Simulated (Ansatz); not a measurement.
Ca8O8 (started as a model of: 1x4x4 CaO rock-salt block) was relaxed with r2SCAN-D4 (def2-SVP) in Ansatz in these states: charge +1 doublet, neutral singlet. The geometries follow in no particular order.

A:

Cartesian coordinates in Å:
```
Ca 3.971 -0.128 -1.994
O 3.405 0.351 -0.079
Ca 2.716 1.416 1.778
O 2.059 1.140 3.718
O 2.086 -0.673 -2.601
Ca 1.263 -0.309 -0.504
O 0.569 0.998 1.164
Ca 0.037 0.818 3.324
Ca -0.011 -0.753 -3.426
O -0.774 -0.161 -1.380
Ca -1.559 0.864 0.449
O -2.095 0.499 2.658
O -1.791 -1.788 -3.625
Ca -2.652 -1.289 -1.794
O -3.436 -0.449 0.149
Ca -3.788 -0.539 2.163
```

B:

```xyz
16

Ca    3.056    1.196   -3.021
O     1.128    0.482   -3.175
Ca   -0.494   -0.995   -3.273
O    -2.524   -1.638   -3.198
O     2.837    1.597   -1.010
Ca    0.621    1.090   -1.045
O    -0.889   -0.577   -1.122
Ca   -3.002   -1.274   -1.154
Ca    3.005    1.272    1.154
O     0.896    0.561    1.125
Ca   -0.620   -1.102    1.050
O    -2.838   -1.596    1.011
O     2.520    1.653    3.193
Ca    0.496    0.993    3.271
O    -1.130   -0.479    3.175
Ca   -3.061   -1.184    3.019
```

Task: Judge from the bond lengths which geometry belongs to which state (an estimate).

Result: A is the neutral singlet (Ca6–Ca8 4.174 Å, Ca3–Ca8 3.150 Å, Ca9–Ca14 3.152 Å); B is the charge +1 doublet (Ca6–Ca8 4.328 Å, Ca3–Ca8 3.295 Å, Ca9–Ca14 3.294 Å).
